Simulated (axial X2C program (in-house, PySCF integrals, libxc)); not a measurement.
# Potential curves of ScBr⁺, two-component

Calculated with an axial X2C code built on PySCF integrals. Two-component (2c) means X2C with spin–orbit coupling and atomic mean-field two-electron Coulomb and Gaunt terms. Basis: Br dyall-cv3z [8s9p6d4f1g], Sc dyall-cv3z [10s11p7d5f2g] (cores contracted in-house); Gaussian nuclei, density fitting, unrestricted open shells. Masses: Br 78.918 u, Sc 44.956 u.

State: Ω = 3/2 (⟨Sz⟩ = -0.50, ⟨Lz⟩ = 2.00 at HF). Energies in cm⁻¹ from the lowest point of each curve. Fits are polynomials in 1 − R0/R over 0.85 to 1.23 times the lowest point R0.

| R (Å) | CCSD(T) | HF |
| --- | --- | --- |
| 2.1585 | 5206 | 6057 |
| 2.2297 | 2511 | 3085 |
| 2.3008 | 887 | 1237 |
| 2.3720 | 100 | 269 |
| 2.4550 | 0 | 0 |
| 2.5380 | 562 | 431 |
| 2.6448 | 1979 | 1724 |

Correlated methods: 9 electrons correlated (number of frozen shells: Br 3 s, 2 p, 1 d; Sc 3 s, 2 p), 317 virtual spin orbitals or spinors in MP2, 90 natural virtuals in coupled cluster.

The state is one determinant whose occupation by symmetry is held fixed; it was picked as the lowest of a PBE0 search that is not exhaustive. Coupled cluster ran in a truncated set of natural virtual spinors; the MP2 energy of the rest was added. (T) has no such correction and the atoms are truncated less, which lowers De at CCSD(T) by a hundredth of an eV or more. PBE0 can misorder states that lie within some tenths of an eV, so this need not be the ground state of the molecule. The nearest other 2c determinant of the search, Ω = 5/2, lies 0.02 eV up at the distance of the search. The outer-core s and p shells of the metal are frozen in the correlated rows, which leaves out core–valence correlation; for alkali and alkaline-earth bonds that tends to lengthen them. With the outer-core shells frozen, correlated bond lengths of heavy atoms tend to come out a few hundredths of an ångström too long. Coupled cluster ran on the points near the minimum only. MP2 and coupled cluster on one determinant become unreliable at the stretched end.

Q: What are Re and ωe at the CCSD(T) level?

A: At CCSD(T), 2c: Re = 2.423 Å, ωe ≈ 355 cm⁻¹; Be follows as 0.1 cm⁻¹.

Q: Fit the HF curve near its minimum: give the equilibrium distance and the harmonic wavenumber.

A: At HF, 2c: Re = 2.441 Å, ωe ≈ 353 cm⁻¹; Be follows as 0.0987 cm⁻¹.
